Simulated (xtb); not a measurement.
Harmonic IR lines of one isomer of C2H3NSi, unscaled. Level of theory: xtb with GFN2-xTB.

```csv
wavenumber (cm⁻¹),relative intensity
200,19
222,32
288,18
596,53
617,14
752,16
853,66
1001,11
1126,3.1
1345,100
1512,19
2995,67
3026,62
```

Task: Say which structure gives these lines.
(A) `C#CN=[SiH2]`
(B) `C=[si]1cn1`
(C) `C=[SiH]C#N`
(D) `N=[si]1cc1`

Result: D, `N=[si]1cc1`
